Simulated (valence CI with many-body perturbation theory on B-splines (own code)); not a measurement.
# Zr XX: what the settings do

Calculated by relativistic CI+MBPT: three valence electrons over a frozen Dirac-Fock core [Ar], radial functions for each j: 6 s, 6 p, 5 d, 5 f, 1 g, with the one-electron correlation potential Σ1 (screened to all orders), the two-electron term Σ2, the three-electron term Σ3, Breit, model QED; selected single and double excitations, second order for the rest, scaled by the run's own slope (own B-spline code, finite nucleus).

No measured spectrum was set against this ion. As an estimate, terms of the open shell hold to 2 to 4 % of their energy, and close levels can change places. Only levels of the ground parity were solved; by the run's estimate the other parity begins above the list, which can be wrong where configurations are misplaced.

The reference run has the lowest level 3d³ ⁴F_3/2 and an ionisation energy of 803.558 eV. Its largest variational space holds 2221 state functions.

Names give the largest LS component (configuration and term), which can be under half, so a name can repeat, a term be missing and a line seem to break the LS rules; names also repeat where a configuration has a term twice. Letters in brackets count levels of one name in rising energy.

Changed runs:
A. correlating orbitals by l 3 3 3 3 1 → 4 4 0 0 0
B. size limit of the variational space 10000 → 1500; second order for the rest on → off
C. cutoff of virtual states (hartree) 3200 → 3240; shift of the energy in Σ1 (hartree) 0 → -8.067
D. highest l in the core sums 6 → 2 (bad on purpose)

Excitation energies of the reference run in cm⁻¹, and shifts in cm⁻¹:

```
                 Level  Reference       A         B       C       D
            3d³ ⁴F_5/2      12164    -126      +6.7    +920    +363
            3d³ ⁴F_7/2      24305    -126      +0.4   +1586    +563
            3d³ ⁴F_9/2      35103    -5.1      -6.0   +1925    +692
            3d³ ⁴P_3/2      53428   +1227      +2.9    +302   -2286
            3d³ ⁴P_1/2      57805    +969      -6.2    +776   -1763
            3d³ ²G_7/2      69596   +1146       +15   +1475    +999
        3d³ ²H_9/2 [a]      73056   +1117      -5.7   +1458   +2231
            3d³ ⁴P_5/2      75199    +901      +5.2   +1822   -1575
        3d³ ²D_3/2 [a]      85664   +1577      +6.2   +1812   -2727
            3d³ ²P_1/2      91679   +1690      -6.0   +1979   -2834
           3d³ ²H_11/2      99813   +1364      -6.2   +2106   +3805
        3d³ ²H_9/2 [b]     105274   +1239      -5.6   +3014   +2574
Ionisation energy (eV)    803.558  -0.067  -0.00078  -2.968  -1.019
```
